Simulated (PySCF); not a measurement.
**Working out the excitation energy of N+**

N+ [He] 2s2 2p2 (3P) → N+ [He] 2s2 2p1 3s1 (3P). All numbers are calculated (PySCF 2.14, the spin-free X2C one-electron Hamiltonian (Gaussian nucleus), in x2c-TZVPPall with one added diffuse shell each of s, p, d type (6s4p3d1f, 40 functions)). Frozen: nothing. Energies in hartree (1 hartree = 27.21139 eV):

| part | N+ (lower) | N+ (upper) |
| --- | --- | --- |
| UHF | -53.921566 | -53.247436 |
| CCSD correlation | -0.109372 | -0.106287 |
| (T) | -0.001711 | -0.003024 |

Task: What does Hartree-Fock give?

Result: (-53.247436) − (-53.921566) = 0.674130 hartree = 18.344 eV.

Task: What do CCSD and CCSD(T) give?

Result: The CCSD correlation energies differ by 0.003085 hartree = 0.084 eV and the triples by -0.001313 hartree = -0.036 eV, so CCSD gives 18.428 eV and CCSD(T) 18.392 eV.

Measured between the centres of the two terms (NIST): 18.464 eV, so CCSD(T) (valence and next inner shell) is off by -0.072 eV.

What remains against the reference includes basis incompleteness and higher excitations.
